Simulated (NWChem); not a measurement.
System meant: TaH2O3F; SMILES [O]=[Ta]([OH])([OH])[F]

Input file for NWChem:

```
start job
memory heap 200 mb stack 900 mb global 1100 mb
geometry units angstroms noautoz
  Ta     0.044290    -0.000158    -0.022972
  O     -0.259618     0.000259     1.668785
  F      1.918034    -0.005023    -0.282581
  O     -0.766840    -1.552571    -0.755304
  H     -1.272252    -2.284947    -0.392015
  O     -0.758675     1.556822    -0.754607
  H     -1.260246     2.291672    -0.390993
end
basis spherical
  Ta library def2-svp
  O library def2-svp
  F library def2-svp
  H library def2-svp
end
ecp
  Ta library def2-ecp
end
dft
  odft
  mult 2
  xc b3lyp
  iterations 150
  mulliken
end
task dft energy
```

End of the output:

```
 Summary of "ao basis" -> "" (spherical)
 ------------------------------------------------------------------------------
       Tag                 Description            Shells   Functions and Types
 ---------------- ------------------------------  ------  ---------------------
 Ta                         def2-svp                12       32   6s3p2d1f
 O                          def2-svp                 6       14   3s2p1d
 F                          def2-svp                 6       14   3s2p1d
 H                          def2-svp                 3        5   2s1p

                                 NWChem DFT Module
                                 -----------------

 Summary of "ao basis" -> "ao basis" (spherical)
 ------------------------------------------------------------------------------
       Tag                 Description            Shells   Functions and Types
 ---------------- ------------------------------  ------  ---------------------
 Ta                         def2-svp                12       32   6s3p2d1f
 O                          def2-svp                 6       14   3s2p1d
 F                          def2-svp                 6       14   3s2p1d
 H                          def2-svp                 3        5   2s1p

      Symmetry analysis of basis
      --------------------------

        a'         61
        a"         37

  number of electrons :                   48
  multiplicity        :                    2
 ------------------------------------------------------------------------
  no. of electrons and multiplicity not compatible                  48
 ------------------------------------------------------------------------
 ------------------------------------------------------------------------
  current input line :
    28: task dft energy
 ------------------------------------------------------------------------
 ------------------------------------------------------------------------
 There is an error in the input file
 ------------------------------------------------------------------------
 For more information see the NWChem manual at https://nwchemgit.github.io

0: no. of electrons and multiplicity not compatible:Received an Error in Communication
```

Q: What is wrong, and how is it mended?

A: The program refused the input. Cause: the multiplicity doesn't fit the number of electrons (an even count wants an odd multiplicity, and the reverse). This input runs:
```
start job
memory heap 200 mb stack 900 mb global 1100 mb
geometry units angstroms noautoz
  Ta     0.044290    -0.000158    -0.022972
  O     -0.259618     0.000259     1.668785
  F      1.918034    -0.005023    -0.282581
  O     -0.766840    -1.552571    -0.755304
  H     -1.272252    -2.284947    -0.392015
  O     -0.758675     1.556822    -0.754607
  H     -1.260246     2.291672    -0.390993
end
basis spherical
  * library def2-svp
end
ecp
  Ta library def2-ecp
end
dft
  xc b3lyp
  iterations 150
  mulliken
end
task dft energy
```
It converges to -383.75887 Ha (B3LYP/def2-SVP with def2 effective core potentials on Ta).
